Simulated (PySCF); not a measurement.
**Where the electron goes**

Species: C6H9N.
SMILES with atom numbers: `[CH:1]1=[N:2][C@@H:3]1[CH:4]1[CH2:5][CH2:6][CH2:7]1` (hydrogens: H8 on C1; H9 on C3; H10 on C4; H11, H12 on C5; H13, H14 on C6; H15, H16 on C7)

Geometry (GFN2-xTB, Å), atoms numbered from 1 in this order:
```xyz
16
C6H9N angstrom
C      2.6400    0.4214    0.6448
N      2.2603    1.5773    0.3501
C      1.4378    0.4303   -0.1699
C      0.0776    0.1724    0.4167
C     -1.1128    0.8379   -0.3043
C     -1.8241   -0.5214   -0.3715
C     -0.5396   -1.2092    0.1139
H      3.3768   -0.1340    1.1729
H      1.5272    0.2308   -1.2344
H      0.0947    0.3998    1.4849
H     -0.8375    1.2293   -1.2812
H     -1.6234    1.6175    0.2552
H     -2.1772   -0.8234   -1.3551
H     -2.6457   -0.6084    0.3360
H     -0.6500   -1.8740    0.9679
H     -0.0115   -1.7374   -0.6782
```

Method: PySCF 2.14.0, density-fitted response routines, TDDFT wB97X-D/def2-SVPD, vertical, gas phase, core orbitals frozen in the response.

Kohn–Sham orbitals with the atoms that hold most of them (Löwdin shares over 4%, at most four atoms; ? is withheld):

```json
{"orbital": "HOMO-3", "ε (eV)": "-10.72", "atoms": "C7 21%, C5 19%, C6 19%, C4 9%"}
{"orbital": "HOMO-2", "ε (eV)": "-10.64", "atoms": "C4 16%, C5 14%, C6 14%, C7 12%"}
{"orbital": "HOMO-1", "ε (eV)": "-10.01", "atoms": "N2 21%, C4 17%, C1 14%, C3 13%"}
{"orbital": "HOMO", "ε (eV)": "-9.29", "atoms": "?"}
{"orbital": "LUMO", "ε (eV)": "?", "atoms": "?"}
{"orbital": "LUMO+1", "ε (eV)": "2.49", "atoms": "C1 16%, C7 15%, C6 9%, H8 9%"}
{"orbital": "LUMO+2", "ε (eV)": "2.73", "atoms": "C1 21%, H8 16%, C6 13%, C5 9%"}
```

**Question.** Give the leading atoms of the HOMO.

**Answer.** N2 (bonded to 2 C) 33%; C3 (bonded to 2 C, N and H) 23%; C1 (bonded to C, N and H) 18%; C5 (bonded to 2 C and 2 H) 7%. By element: carbon 48% or more, nitrogen 33%.

**Question.** Give the leading atoms of the LUMO.

**Answer.** C1 (bonded to C, N and H) 41%; N2 (bonded to 2 C) 38%; H8 (bonded to C) 9%; C3 (bonded to 2 C, N and H) 7%. By element: carbon 48% or more, nitrogen 38%, hydrogen 9% or more.

**Question.** What is the LUMO energy, and the HOMO–LUMO gap?

**Answer.** ε(LUMO) = 1.29 eV; the gap is 10.58 eV (0.3889 hartree).

**Question.** The HOMO–LUMO gap is 10.58 eV. Where does the response calculation put the lowest singlet, and from which orbitals?

**Answer.** S1 is at 4.92 eV (f = 0.0011), 5.67 eV below the gap, made of HOMO→LUMO (94%). Without the coupling terms of the response equations the lowest excitation would equal the gap.

**Question.** One configuration dominates each of S1, S2 and S4. Which, and how do the shares of the two leading atoms of either orbital change from the occupied to the empty one?

**Answer.** 
- S1 (4.92 eV, f 0.0011), HOMO→LUMO (94%): N2 33% → 38%, C3 23% → 7%, C1 18% → 41%
- S2 (6.79 eV, f 0.025), HOMO-1→LUMO (89%): N2 21% → 38%, C4 17% → at most 6%, C1 14% → 41%
- S4 (7.85 eV, f 0.024), HOMO→LUMO+1 (71%): N2 33% → at most 9%, C3 23% → at most 9%, C1 18% → 16%, C7 at most 8% → 15%

One conformer stands for the species.
